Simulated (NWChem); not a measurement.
System: BH2, doublet; SMILES [BH2]

Program: NWChem. Spin-unrestricted. In the optimisation the excess spin sits in a1 (C2v, its own frame). Geometry: optimised at PBE0/def2-SVP, spin-unrestricted. No stability test was run on the SCF state. Total energies compare along this basis series because the functional is fixed.

```tsv
level	basis functions	energy (Ha)	highest occupied level (eV)	lowest empty minus highest occupied level, either spin (eV)	dipole (D)
UHF/3-21G	13	-25.6019	-9.43	11.09	0.28
UHF/pcseg-1	24	-25.7431	-9.40	10.69	0.30
UHF/aug-pcseg-1	41	-25.7444	-9.42	10.10	0.43
UHF/pcseg-2	58	-25.7583	-9.46	10.51	0.40
UHF/def2-TZVPP	59	-25.7604	-9.49	10.65	0.44
UHF/def2-QZVP	117	-25.7618	-9.49	10.49	0.44
```
